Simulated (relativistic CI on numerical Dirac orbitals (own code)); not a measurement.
A reference radial Dirac CI calculation of Pb gave the lowest total energy -20871.94037 Ha in 66 SCF steps, from this input:

```
atom Pb  Z=82  charge=0  electrons=82
nucleus A=208  rms_radius_fm=5.5012
hamiltonian dirac-coulomb  breit=on  qed=on  c_scale=1
orbitals kli  potential=per-configuration
slater_scale 1
correlation none
mixing on
grid step=0.0125 r_max=323.6
scf mixing=0.4 start=green max_iterations=150 tolerance=2e-08 node_fill=0.05
configurations
  [Xe] 4f14 5d10 6s2 6p2
  [Xe] 4f14 5d10 6s2 6p 6d
  [Xe] 4f14 5d10 6s2 6p 7s
  [Xe] 4f14 5d10 6s 6p3
  [Xe] 4f14 5d10 6s2 6p 7p
end
```

One setting was then changed (and the iteration limit cut to 78), and the output read:

```
error: configuration [Xe] 4f14 5d10 6s2 6p2 has 82 electrons, the ion has 83
end: refused
```

Task: Which setting was changed?
A. end of the grid
B. SCF tolerance
C. start potential
D. charge

Result: D. The charge -1. This setting is bad on purpose; its numbers may not be properties of the ion.
